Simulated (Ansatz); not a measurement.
A made-up structure of GaH2S (charge -1), closed shell:

S1  (-1.782, 0.577, -0.821)
Ga2  (0.060, -0.019, 0.028)
H3  (0.695, -1.494, -0.097)
H4  (-1.415, -0.724, -0.978)
(Å)

It is relaxed with PBE-D4/def2-SVPD and then PBE0-D4/def2-TZVPD (Ansatz 0.2.0). Atoms count as bonded within 1.22 times the sum of their covalent radii (H–H: 0.88 Å). The end point is not checked to be a true minimum.

Question: Does its bonding change? (Judge from chemistry; the calculation decides.)

Answer: Computed: No: no bond forms or breaks.

Where it ends: The first stage lowers the energy by 1.60 eV in 8 steps. It ends as GaH₂S ([SH][GaH]), total charge -1:
```tsv
atom	x (Å)	y (Å)	z (Å)
S1	-1.6906	0.4068	-0.8052
Ga2	0.4559	0.2149	0.3025
H3	0.6268	-1.4352	-0.1033
H4	-1.8338	-0.8473	-1.2620
```

Labels in which every atom is bracketed show which atoms are joined, not bond orders.

For scale, one of the runs: PBE0-D4/def2-TZVPD relaxation, 118 basis functions, launched by `ansatz run in.yaml --threads 2 --pin off --events-out ev --progress --plain --max-ram 4352MiB`. Hardware: 2 CPU threads of an Intel Xeon Platinum 8259CL, shared host. Wall time about 12 s.
